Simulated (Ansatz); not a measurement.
C₂H₅AlCl₂, SMILES C[CH2][Al]([Cl])[Cl].

Coordinates come from a ωB97X-D3(BJ)/def2-SVP optimisation. The structure was generated by enumeration; whether it is a known compound was not checked. Other conformers were not sampled.

Two levels are set side by side: PBE/def2-SVPD (Ansatz, a program for electronic structure) and CAM-B3LYP/def2-SVPD (Ansatz). Energy differences of separate SCF runs at the same geometry; the states with an electron removed or added have multiplicity 2 and 2. Differences are taken from unrounded values.

```json
[
 {"quantity": "vertical ionisation energy (eV)", "CAM-B3LYP": "10.60", "PBE": "10.00", "PBE minus CAM-B3LYP": "-0.61"},
 {"quantity": "vertical singlet–triplet gap (eV)", "CAM-B3LYP": "6.03", "PBE": "5.36", "PBE minus CAM-B3LYP": "-0.67"}
]
```
